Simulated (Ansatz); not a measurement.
**The HOMO–LUMO gap down a group: O to Te**

One atom is swapped for its congeners: C2H6O (ethanol) `CCO`; C2H6S (ethanethiol) `CCS`; C2H6Se `CC[SeH]`; C2H6Te `CC[TeH]`. All are singlets with charge 0.

Shapes, held fixed at every level: PBE0-D4/def2-TZVP. Flexible molecules stand in one conformer, not always the lowest. Programs: Ansatz 0.2.0. Values in eV.

```tsv
level	C2H6O	C2H6S	C2H6Se	C2H6Te
SPW92/def2-TZVPP	6.37	5.04	4.52	3.53
BHLYP-D4/def2-TZVPP	11.12	9.18	8.44	7.16
PBE0-D4/def2-TZVPP	8.90	7.27	6.61	5.44
r2SCAN0-D4/def2-TZVPP	9.69	7.73	6.99	5.72
wB97M-V/def2-TZVPP	12.78	11.22	10.58	9.35
wB97X-V/def2-TZVPP	13.31	11.71	10.98	9.66
```

At wB97X-V/def2-TZVPP the HOMO–LUMO gap falls at every step, from 13.31 to 9.66 eV. Every level shows the same order. For atoms past krypton def2 sets carry core potentials with scalar relativity. Relativity is left out for Se unless named. Orbital gaps aren't excitation energies, and the LUMO depends on the basis.
